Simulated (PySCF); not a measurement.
A PySCF script (with the pyscf-properties extension) for the NMR shieldings of `C/C(B(NC)N)=C/F`, C4H10BFN2, on a GFN2-xTB geometry:

```python
import basis_set_exchange as bse
import numpy as np
from pyscf import gto, dft
from pyscf.prop import nmr

atoms = """
C     2.039000    0.220420   -1.033787
N     1.606599   -0.011470    0.322184
B     0.301315   -0.199012    0.791845
N     0.070674   -0.420651    2.161570
C    -0.946296   -0.114068   -0.187138
C    -1.895524    1.038590   -0.027942
C    -1.191003   -1.016546   -1.121958
F    -0.384592   -2.087720   -1.325272
H     2.582708   -0.642741   -1.431544
H     2.692878    1.096278   -1.089908
H     1.169089    0.394135   -1.662500
H     2.379587   -0.103049    0.963982
H     0.808357   -0.518613    2.836008
H    -0.837485   -0.613657    2.540810
H    -2.254880    1.084660    0.998355
H    -2.748572    0.954961   -0.699214
H    -1.375986    1.973550   -0.233287
H    -2.024626   -1.028751   -1.813859
"""
names = dict.fromkeys(["C", "N", "B", "F", "H"], "pcSseg-1")
basis = {el: gto.basis.parse(bse.get_basis(n, elements=[el], fmt="nwchem")) for el, n in names.items()}
mol = gto.M(atom=atoms, basis=basis, charge=0, verbose=0)
mf = dft.RKS(mol, xc="PBE0")
mf.grids.level = 2
mf.grids.alignment = dft.numint.BLKSIZE   # the property module wants whole blocks of grid points
mf.conv_tol = 1e-9
mf.kernel()

calc = nmr.RKS(mf)   # GIAO
C = mf.mo_coeff
Co = C[:, mf.mo_occ > 0]
resp = mf.gen_response(singlet=True, hermi=2)
def vind(x):   # induced exchange potential for any number of trial vectors
    d = np.einsum("pi,xij,qj->xpq", C, 2 * x.reshape(-1, C.shape[1], Co.shape[1]), Co, optimize=True)
    return np.einsum("xpq,pi,qj->xij", resp(d - d.transpose(0, 2, 1)), C, Co, optimize=True).ravel()
mo1, _ = nmr.rhf.solve_mo1(calc, with_cphf=vind)
sigma = calc.kernel(mo1)
for i, s in enumerate(sigma):   # ppm
    print("%2d %-2s %9.2f" % (i, mol.atom_pure_symbol(i), np.trace(s) / 3))
```

Q: What does it print?

A: 
```
 0 C     153.50
 1 N     191.51
 2 B      74.42
 3 N     204.78
 4 C      65.19
 5 C     168.70
 6 C      29.06
 7 F     287.55
 8 H      28.72
 9 H      28.96
10 H      28.48
11 H      29.69
12 H      29.73
13 H      29.67
14 H      29.99
15 H      30.19
16 H      29.98
17 H      24.79
```

These numbers come from an equivalent density-fitted implementation of the same equations, which agrees with the script to about 0.01 ppm for H and up to a few tenths of a ppm for heavy atoms, so last digits may differ.

Size and cost of the density-fitted run: 186 basis functions, 54 s wall time on 1 thread of an Arm Neoverse N1, shared host; peak memory 0.83 GiB.
